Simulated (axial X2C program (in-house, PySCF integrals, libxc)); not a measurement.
# HBr: from Re and ωe to a spectrum

A bond curve at the CCSD(T) level, 2c, was computed with an axial X2C code built on PySCF integrals (basis Br dyall-cv3z [8s9p6d4f1g], H dyall-v3z [6s2p1d] (cores contracted in-house)) for the state Ω = 0 (closed shell). Its fit gives Re = 1.4175 Å, ωe = 2647.8 cm⁻¹, ωexe = 45.8 cm⁻¹ and αe = 2.334e-01 cm⁻¹; the masses are 78.9183 and 1.0078 u. Two-component means X2C with spin–orbit coupling and atomic mean-field Coulomb and Gaunt terms.

Correlated methods: 8 electrons correlated (number of frozen shells: Br 3 s, 2 p, 1 d; H none), 144 virtual spin orbitals or spinors in MP2, 74 natural virtuals in coupled cluster.

(1) Find the reduced mass, Be and the force constant.

(2) Scale the constants to the deuteride (D 2.0141 u) within the Born–Oppenheimer picture.

(3) Estimate De from a Morse curve and compare with the computed well depth of 3.813 eV to Br + H.

(4) Where do the fundamental and the first overtone lie?

(5) A Morse curve ties αe to the other constants (Pekeris). How well does that hold?

Occupations by symmetry block were frozen at the best pattern of an incomplete PBE0 search. De is counted from the lowest determinant-based energies of the atoms at the same level, without counterpoise correction. CCSD and (T) use frozen natural virtuals with an MP2 correction for the truncation; (T) itself is uncorrected, so its De runs slightly low.

## Answers

(1) From the CCSD(T) values: μ = 0.9951 u. Be = 16.8576/(μ Re²) = 8.431 cm⁻¹. k = 5.8918×10⁻⁷ μ ωe² = 4.11 mdyn/Å.

(2) ρ = √(μH/μD) = 0.7118; ωe = 1884.7, ωexe = 23.2, Be = 4.272 cm⁻¹; the zero-point energy falls by 376 cm⁻¹.

(3) De(Morse) = ωe²/(4ωexe) = 4.745 eV against 3.813 eV computed, a ratio of 1.24. The extrapolation overshoots: the well softens faster than a Morse curve, or the lowest atomic limit lies below the one to which the curve heads.

(4) ν(1←0) = ωe − 2ωexe = 2556.2 cm⁻¹; ν(2←0) = 2ωe − 6ωexe = 5020.8 cm⁻¹.

(5) αe(Morse) = 6Be²/ωe × (√(ωexe/Be) − 1) = 2.144e-01 cm⁻¹; the CCSD(T) curve gives 2.334e-01 cm⁻¹, a ratio of 0.92.
